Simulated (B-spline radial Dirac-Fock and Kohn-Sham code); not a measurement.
# How the levels of cobalt move as electrons are removed

Method: Dirac-Fock (average of configuration) total-energy differences with a finite nucleus, the Breit interaction including its frequency dependence, and self-energy and vacuum-polarisation corrections. Computed with a radial finite-basis atomic code. Each ion is free and in its tabulated ground configuration. Correlation and solid-state effects are left out.

Reference: Co⁸⁺, [Ar] 3d1, with 1s 7921.2 eV, 2s 1145.6 eV. Shifts from it, in eV (a dash: the subshell is empty, belongs to an open shell averaged over j, or its hole state is left out as unreliable):

```tsv
ion	configuration	1s	2s
Co⁹⁺	[Ne] 3s2 3p6	+38.9	+39.4
Co¹⁰⁺	[Ne] 3s2 3p5	+83.2	+79.4
Co¹¹⁺	[Ne] 3s2 3p4	+129.4	+120.9
Co¹²⁺	[Ne] 3s2 3p3	+177.5	+163.7
Co¹³⁺	[Ne] 3s2 3p2	+227.4	+207.9
Co¹⁴⁺	[Ne] 3s2 3p1	+279.2	+253.6
Co¹⁵⁺	[Ne] 3s2	+332.8	+300.5
Co¹⁶⁺	[Ne] 3s1	–	–
Co¹⁷⁺	[He] 2s2 2p6	+439.7	+393.0
Co¹⁸⁺	[He] 2s2 2p5	+578.5	+483.2
```
